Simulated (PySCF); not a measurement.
Q: Give a PBE0-D3(BJ)/def2-SVP geometry of `CC[C@@H]1CCCNC1`.

A: 
```
atom  x, y, z in Å
C1    -2.5484    0.0272    0.8793
C2    -1.3077   -0.6334    0.2980
C3    -0.4133    0.3090   -0.5130
C4     0.6582   -0.4481   -1.3084
C5     1.7622   -0.9986   -0.4085
C6     2.3367    0.1136    0.4681
N7     1.3359    0.8557    1.2098
C8     0.2813    1.3692    0.3588
H9    -3.1660   -0.6963    1.4328
H10   -3.1763    0.4617    0.0847
H11   -2.2959    0.8404    1.5778
H12   -0.7233   -1.0972    1.1122
H13   -1.6135   -1.4704   -0.3531
H14   -1.0642    0.8393   -1.2321
H15    0.1950   -1.2575   -1.8975
H16    1.1114    0.2463   -2.0384
H17    2.5600   -1.4592   -1.0147
H18    1.3621   -1.8023    0.2349
H19    2.8771    0.8324   -0.1764
H20    3.0832   -0.2854    1.1735
H21    0.9442    0.2757    1.9485
H22   -0.4504    1.9050    0.9841
H23    0.7271    2.1310   -0.3064
```

Any rigid rotation of these coordinates is as good. Atoms count from 1 in this order. N7 (secondary amine nitrogen) is pyramidal (angles 112.5°, 110.4° and 110.2°, sum 333.1°, 0.39 Å off the plane of its three neighbours). The 6-membered ring C3–C4–C5–C6–N7–C8 has internal angles of 108.6° to 114.7° (sum 672°, against 720° for a flat polygon); it is puckered, 0.22 Å rms from its mean plane, widest ring torsion 54°. Of the pairs four or more bonds apart, H11···H22 is among the closest relative to their van der Waals radii: 2.21 Å, 92 % of the sum of Bondi's values.

Bonds between heavy atoms (Å): C1–C2 1.521, C2–C3 1.532, C3–C4 1.534, C4–C5 1.527, C5–C6 1.528, C6–N7 1.450, N7–C8 1.449, C3–C8 1.538.

Computed with PBE0-D3(BJ)/def2-SVP geometry optimisation, gas phase in PySCF.

Point group: C1 (no symmetry element, even within 0.4 Å). No frequency check. The numbers are those of one conformer (C1–C2–C3–C4 -168°, C2–C3–C4–C5 -73°, C3–C4–C5–C6 -53°, C4–C5–C6–N7 52°, C5–C6–N7–C8 -53°).

On an Intel Xeon 6975P-C with one thread, shared host with 128 logical CPUs at a one-minute load of 14, this took 45 s and 0.87 GiB of memory at its peak. That covers the optimisation of the geometry.
